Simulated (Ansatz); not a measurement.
Job for Ansatz (a quantum-chemistry and plane-wave program): R-BLYP/def2-TZVPP on H4SSi2 (SMILES [SiH3][Si]S), a point of a torsion scan.

Ansatz 0.2 input:
```yaml
crystal:
  periodic: [false, false, false]
  atoms:
    - {symbol: Si, position_ang: [1.00134501, -0.15991474, 0.17704495]}
    - {symbol: Si, position_ang: [-0.27141659, 1.76455588, 0.10555117]}
    - {symbol: S, position_ang: [-2.22343215, 1.18648043, 0.93479331]}
    - {symbol: H, position_ang: [0.67714768, -1.04419331, -0.95425584]}
    - {symbol: H, position_ang: [2.38462979, 0.29412138, -0.02492861]}
    - {symbol: H, position_ang: [1.04363271, -1.07167537, 1.33226697]}
    - {symbol: H, position_ang: [-2.02612372, -0.08624558, 1.25433079]}
basis:
  gaussian:
    orbitals: def2-TZVPP
hamiltonian:
  xc: {name: BLYP}
scf: {lower_state_search: off}
```

The head of its log:

```
WARN ansatz: RAYON_NUM_THREADS=1 ignored (pool sized by the plan → 1); use --threads N
Functional definition: BLYP
these checks for a lower state are left out or cut short: stability, starts, cluster_reference, orbital_swaps, neighbouring_geometries, increment
integrals: 0.10 GiB planned
1096 factors; their error is unknown
mean field: 0.65 GiB planned
mean field evaluation 1: about -26653.4972 eV, gradient 2.4e1 eV
mean field evaluation 2: about -26652.0975 eV, gradient 3.3e1 eV
```

Task: What total energy does the run end on?

Result: -979.5751 hartree.
